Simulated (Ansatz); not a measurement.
Species: FeF (charge 0, sextet). The spin state was set by rule; other spins were not relaxed. 
Structure (B3LYP-D3(BJ)/def2-TZVP (Ansatz, a first-principles code) minimum search):
```
Fe
F 1 1.7865
```
Charge 0, spin multiplicity 6.

Basis-set convergence of Hartree-Fock and CCSD(T) correlation energies (hartree) with Ansatz. Correlated levels leave the core frozen unless marked. UHF or UKS for open shells. Spin-orbit coupling is left out. Frozen are the shells of the preceding noble gas and the d and f shells that filled before the atom's block. No relativistic terms.

```csv
basis,functions,E(HF),"E(corr, CCSD(T))"
def2-SVP,45,-1361.66562,-0.30508
def2-TZVPP,95,-1361.97107,-0.44513
def2-QZVPP,157,-1362.00312,-0.48365
```

Extrapolating the two largest sets (X = 3 and 4) as X^-3: E(corr) = (64·(-0.48365) - 27·(-0.44513))/37 = -0.5118 Eh, an estimate of the basis-set limit. The largest set recovers 94.5 % of it, the smallest 59.6 %.
